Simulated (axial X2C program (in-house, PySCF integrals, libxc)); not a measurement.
Values are calculated unless marked as measured or tabulated.
**GaO⁻: input and output of an EOM-EE-CCSD run**

Program: an axial X2C code built on PySCF integrals.

Input and command:
```json
{"zs": [31, 8], "q": -1, "bas": ["dyall-acv3z", "dyall-av3z"], "r0": 1.74, "eom": "ee", "thr": -1.0, "nmax": 88}
```
```bash
python soeom.py task.json out
```

Keys: zs atomic numbers; q charge; bas basis sets; r0 starting distance in Å; eom kind of EOM run; thr threshold in hartree for freezing inner shells (an s shell follows its p shell); nmax most natural virtual spinors.

Output at R = 1.706 Å (near the PBE0 minimum at charge -1 of the determinant lowest at the starting distance; the state shown can have its own minimum elsewhere), reference GaO⁻:

```
two-component X2C + atomic mean field  HF
basis functions 178  fitting functions 986  grid points 5073
iter        total energy     max residual
   1      -2011.769159381     3.29e+00
   2      -2016.535116009     7.50e-02
   3      -2016.531473688     7.57e-02
   4      -2016.596776540     6.59e-03
   5      -2016.597160105     4.90e-03
   6      -2016.597491494     4.60e-04
   7      -2016.597504637     2.09e-04
   8      -2016.597507354     9.55e-05
   9      -2016.597507922     2.53e-05
  10      -2016.597507978     7.33e-06
  11      -2016.597507981     1.64e-06
  12      -2016.597507981     1.04e-06
converged
one-electron -2975.50768872  Coulomb 965.57198624  exact exchange -82.93921857  xc functional 0.00000000  nuclear repulsion 76.92611272  atomic mean-field constant -0.64869967
correlated 10  virtual 290  natural virtual 88  E(MP2) -0.352295784  MP2 remainder -0.042710931
iter   CCSD correlation   residual
   1     -0.280852316   2.51e-01
   2     -0.296533718   1.76e-01
   3     -0.301624899   4.38e-02
   4     -0.302365818   2.20e-02
   5     -0.302355101   9.78e-03
   6     -0.302453614   4.87e-03
   7     -0.302480937   2.23e-03
   8     -0.302458835   1.04e-03
   9     -0.302465857   4.78e-04
  10     -0.302473387   2.37e-04
  11     -0.302470437   9.33e-05
  12     -0.302472136   4.86e-05
  13     -0.302472503   2.66e-05
  14     -0.302472551   1.64e-05
  15     -0.302472652   8.55e-06
  16     -0.302472643   4.97e-06
(T) -0.016888659  T1 0.0492  D1 0.0726  max T2 0.034
EOM-EE-CCSD roots
2*Omega      energy/Eh   energy/eV  one-particle weight
    0       0.09585430      2.6083      0.946
    0       0.09585740      2.6084      0.946
    0       0.10831467      2.9474      0.939
    0       0.11305557      3.0764      0.928
    0       0.11932135      3.2469      0.920
    2       0.09618904      2.6174      0.946
    2       0.10831353      2.9474      0.939
    2       0.10945660      2.9785      0.927
    2       0.11929316      3.2461      0.920
    4       0.09652633      2.6266      0.945
    4       0.12820121      3.4885      0.903
    4       0.12961965      3.5271      0.939
    6       0.12818326      3.4880      0.903
```
T1 in the output is the amplitude norm over the root of the electron number; divide by √2 for the Lee–Taylor value.

Reference electrons by ω block (each with its −ω partner): 1/2: 14, 3/2: 5, 5/2: 1. Root energies count from the CCSD energy of the reference. The reference has large amplitudes (orbital relaxation or multireference character). For an anion, roots above electron detachment are held by the basis set. All roots sought are printed; those with a small one-particle weight need a further excitation, are placed far too high, and may in truth lie low or lowest. Inner shells are frozen, and levels at this size can be off by some tenths of an eV.
